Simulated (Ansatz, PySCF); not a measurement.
Molecule: C4H5S, net charge -1, singlet state. It need not be the lowest isomer of its formula. Whether it binds its extra electron was not tested at this geometry. 
Coordinates optimised at B3LYP-D3(BJ)/def2-TZVP (Ansatz, a quantum-chemistry and plane-wave program):
```xyz
10

C     -1.3118     0.0698    -0.2642
C     -0.7829    -1.2205    -0.1998
C      0.5785    -1.3747    -0.0020
C      1.3040    -0.0538    -0.1048
S      0.0047     1.2067     0.2734
H     -2.3065     0.3165     0.0910
H     -1.4409    -2.0825    -0.3041
H      1.1095    -2.2986    -0.2104
H      2.1362     0.0786     0.5954
H      1.7003     0.1541    -1.1209
```
Charge -1, spin multiplicity 1.

Total electronic energies in hartree. Cores are frozen in the correlated levels unless marked. Spin-orbit coupling is left out. No relativistic terms. CBS(X,Y): correlation extrapolated as X^-3; Hartree-Fock from the larger set. [CCSD(T)-MP2]/basis is that difference in the basis named.

```json
[
 {"level": "HF/6-31G*", "program": "Ansatz", "energy (Eh)": "-551.78619"},
 {"level": "HF-D4/def2-TZVPD", "program": "PySCF + dftd4", "energy (Eh)": "-551.93272"},
 {"level": "PBE/def2-TZVPD", "program": "Ansatz", "energy (Eh)": "-553.27388"},
 {"level": "revPBE-D4/def2-TZVPD", "program": "Ansatz + dftd4", "energy (Eh)": "-553.57040"},
 {"level": "r2SCAN-D3(BJ)/def2-TZVPD", "program": "Ansatz + dftd3", "energy (Eh)": "-553.52844"},
 {"level": "B97M-V/def2-TZVPD", "program": "Ansatz", "energy (Eh)": "-553.55235"},
 {"level": "B3LYP/def2-TZVPD", "program": "Ansatz", "energy (Eh)": "-553.66883"},
 {"level": "PBE0/def2-TZVP", "program": "Ansatz", "energy (Eh)": "-553.31337"},
 {"level": "TPSSh-D3(BJ)/def2-TZVPD", "program": "PySCF + dftd3", "energy (Eh)": "-553.68837"},
 {"level": "TPSSh/def2-TZVPD", "program": "PySCF", "energy (Eh)": "-553.67764"},
 {"level": "r2SCANh-D4/def2-TZVPD", "program": "Ansatz + dftd4", "energy (Eh)": "-553.51872"},
 {"level": "HSE06-D4/def2-TZVPD", "program": "Ansatz + dftd4", "energy (Eh)": "-553.31049"},
 {"level": "LC-wPBE-D3(BJ)/def2-TZVPD", "program": "Ansatz + dftd3", "energy (Eh)": "-553.42619"},
 {"level": "LC-wPBE-D4/def2-TZVPD", "program": "Ansatz + dftd4", "energy (Eh)": "-553.42930"},
 {"level": "B2GP-PLYP-D3(BJ)/def2-TZVPD", "program": "Ansatz + dftd3", "energy (Eh)": "-553.29986"},
 {"level": "RPA@PBE/cc-pV(T+d)Z", "program": "Ansatz", "energy (Eh)": "-553.22164"},
 {"level": "MP2/aug-cc-pV(D+d)Z", "program": "Ansatz", "energy (Eh)": "-552.58061"},
 {"level": "MP2/cc-pwCVTZ", "program": "Ansatz", "energy (Eh)": "-552.75479"},
 {"level": "RI-MP2/CBS(aug-cc-pV(T+d)Z,aug-cc-pV(Q+d)Z)", "program": "Ansatz", "energy (Eh)": "-552.8671"},
 {"level": "CCSD/cc-pV(T+d)Z", "program": "Ansatz", "energy (Eh)": "-552.77358"},
 {"level": "CCSD/cc-pVTZ", "program": "Ansatz", "energy (Eh)": "-552.77092"},
 {"level": "CCSD(T)/6-31G*", "program": "Ansatz", "energy (Eh)": "-552.50357"},
 {"level": "RI-MP2/CBS(aug-cc-pV(T+d)Z,aug-cc-pV(Q+d)Z)+[CCSD(T)-MP2]/aug-cc-pV(T+d)Z", "program": "Ansatz", "energy (Eh)": "-552.9448"}
]
```

Totals of different functionals don't rank their quality; only differences between species are comparable.
